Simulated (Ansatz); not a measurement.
C2H6BFO2, relaxed with RKS PBE-D4/def2-SVP in Ansatz 0.2.0 from a rough embedded geometry. The force threshold is 0.03 eV/Å; the program also tests the step.

Charge 0, multiplicity 1. The bonds changed during the relaxation, so this is another structure than the one it started from.

Start:

```xyz
12

B    -1.566   -0.912    0.923
C    -0.564   -0.181   -0.126
O    -1.045    1.101   -0.360
F    -0.523   -0.844   -1.275
O     0.737   -0.183    0.461
C     1.703    0.324   -0.477
H    -2.674   -1.058    0.594
H    -1.122   -1.363    1.914
H    -0.858    1.687    0.471
H     2.661    0.436    0.045
H     1.820   -0.367   -1.330
H     1.432    1.360   -0.840
```

```
         step  energy (eV)  largest force (eV/Å)  largest move (Å)
            1   -9639.4273                 2.532             0.000
            2   -9639.6702                 1.312             0.164
            3   -9639.7589                 0.676             0.110
            4   -9639.8064                 0.606             0.200
            5   -9639.8569                 0.235             0.200
            6   -9639.8821                 0.362             0.134
            7   -9639.9098                 0.465             0.141
            8   -9639.9422                 0.512             0.167
            9   -9639.9792                 0.601             0.146
           10   -9640.0134                 0.730             0.109
           11   -9640.0550                 0.741             0.095
           12   -9640.0646                 0.706             0.062
           13   -9640.0884                 0.372             0.141
           14   -9640.1090                 0.589             0.055
           15   -9640.1381                 0.392             0.120
16 (rejected)   -9640.1369                 0.518             0.195
           17   -9640.1480                 0.363             0.096
           18   -9640.1631                 0.136             0.100
           19   -9640.1660                 0.128             0.075
           20   -9640.1688                 0.114             0.093
           21   -9640.1705                 0.060             0.041
           22   -9640.1710                 0.045             0.017
           23   -9640.1713                 0.021             0.020
```

End:

```xyz
12

B    -1.611   -0.526    0.804
C    -0.289   -0.542   -0.105
O    -1.782    0.924    0.383
F    -0.380   -0.636   -1.423
O     0.894   -0.176    0.290
C     1.894    0.272   -0.662
H    -2.478   -1.239    0.317
H    -1.362   -0.712    1.994
H    -1.321    1.474    1.042
H     2.816    0.415   -0.074
H     2.048   -0.484   -1.453
H     1.570    1.231   -1.113
```

It took 30 s on 4 threads of an Arm Neoverse V2 on a shared host, with 0.16 GiB of host memory at the peak.
